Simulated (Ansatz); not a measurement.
C$_{3}$H$_{10}$Si, singlet, geometry from GFN2-xTB. Base run: Ansatz (an electronic-structure program) with HF/STO-3G.

The Ansatz input:
Ansatz 0.2 input:
```yaml
crystal:
  periodic: [false, false, false]
  atoms:
    - {symbol: Si, position_ang: [0.04227581, 0.17410565, 0.35767998]}
    - {symbol: C, position_ang: [-0.94677323, 1.32330318, -0.79306653]}
    - {symbol: C, position_ang: [1.75998590, -0.15337865, -0.39419538]}
    - {symbol: C, position_ang: [-0.88714883, -1.47441790, 0.56171541]}
    - {symbol: H, position_ang: [0.19817869, 0.81616493, 1.67671672]}
    - {symbol: H, position_ang: [-1.08207267, 0.88244973, -1.77698739]}
    - {symbol: H, position_ang: [-1.93349276, 1.53106784, -0.39013129]}
    - {symbol: H, position_ang: [-0.44225768, 2.27526120, -0.92863343]}
    - {symbol: H, position_ang: [2.35085242, -0.80627152, 0.24121477]}
    - {symbol: H, position_ang: [1.68499224, -0.62713212, -1.36922950]}
    - {symbol: H, position_ang: [2.31726365, 0.76979478, -0.52198718]}
    - {symbol: H, position_ang: [-1.02111986, -1.97760373, -0.39202130]}
    - {symbol: H, position_ang: [-1.87270611, -1.32118853, 0.99105908]}
    - {symbol: H, position_ang: [-0.34788226, -2.15306147, 1.21575889]}
basis:
  gaussian:
    orbitals: STO-3G
hamiltonian:
  xc: hf
```

The base run was repeated with changes; each row names its change, and settings that it needs were set with it.

```tsv
change	ΔE vs base (kcal/mol)
base	0.000
lower_state_search = off	0.000
fitting.mean_field = def2-universal-JKFIT	?
point_charge = charge:0.5 position_ang:-4.3677, 3.2913, 0.2925	-0.199
accuracy = high	-0.011
nuclear_model = gaussian	0.074
forces = on	0.000
point_charge = charge:1.0 position_ang:-1.2752, 2.8068, 4.4232	-1.16
point_charge = charge:-1.0 position_ang:-2.8278, 2.1381, 4.0847	-0.94
fitting.mean_field = cc-pVTZ-JKFIT	?
lower_state_search = light	0.000
```

Q: Complete the blanks.

A: 
- fitting.mean_field = def2-universal-JKFIT, ΔE vs base (kcal/mol): -0.434
- fitting.mean_field = cc-pVTZ-JKFIT, ΔE vs base (kcal/mol): -0.057
